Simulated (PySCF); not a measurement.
# Vertical excitation energies

Species: C₃H₁₀SSi.
Numbering: `[CH3:1][CH:2]([CH3:3])[S:4][SiH3:5]` (hydrogens: H6, H7, H8 on C1; H9 on C2; H10, H11, H12 on C3; H13, H14, H15 on Si5)

Method used: PySCF 2.14.0, density-fitted response routines, TDDFT CAM-B3LYP/def2-SVPD, vertical, gas phase, core orbitals frozen in the response. One conformer (not necessarily the lowest) at the GFN2-xTB geometry, without solvent, vibrations or thermal averaging. Torsions of this conformer, `[CH3:1][CH:2]([CH3:3])[S:4][SiH3:5]`: C1–C2–S4–Si5 160°.

```
state  E (eV)  λ (nm)  ν̃ (cm⁻¹)       f  main configurations (H = HOMO, L = LUMO)
   S1    5.68   218.4      45790  0.0054        H→L (43%), H→L+2 (30%), H→L+5 (8%)
   S2    6.04   205.4      48680   0.014       H→L (47%), H→L+2 (36%), H→L+1 (13%)
   S3    6.67   185.8      53830  0.0048                  H→L+1 (74%), H→L+2 (15%)
   S4    7.01   176.8      56550  0.0008                  H→L+4 (66%), H→L+6 (22%)
   S5    7.23   171.6      58280   0.022     H→L+3 (39%), H→L+7 (14%), H→L+5 (14%)
   S6    7.33   169.2      59090   0.014      H→L+7 (36%), H→L+3 (30%), H-1→L (8%)
   S7    7.53   164.8      60690   0.026     H→L+6 (29%), H→L+5 (17%), H→L+3 (15%)
   S8    7.56   164.0      60990   0.025     H→L+5 (42%), H→L+6 (19%), H→L+4 (11%)
```

Triplets (Tamm–Dancoff): T1 5.27 eV, H→L+2 (43%), H→L (21%), H→L+5 (12%); T2 5.64 eV, H→L (65%), H→L+2 (23%); T3 6.38 eV, H→L+1 (71%).

The lowest singlet comes at 218 nm (548 kJ/mol) in the ultraviolet; it is weak; its leading configuration is HOMO→LUMO (43%). The largest oscillator strength of a single state is 0.026. Löwdin shares by element: HOMO sulfur 70%, carbon 12% or more, silicon 10%; LUMO silicon 32%, sulfur 21%, hydrogen 19% or more (atoms not listed hold the other 29%). The listed states span 1.88 eV, and the widest gap between neighbours is 0.64 eV (S2 to S3). Weighted by f, the mean energy of these states is 7.14 eV. Of the 8 states listed, 5 reach f = 0.01 and none stays under 0.0005. Singlets were solved by full linear response, triplets in the Tamm–Dancoff approximation.
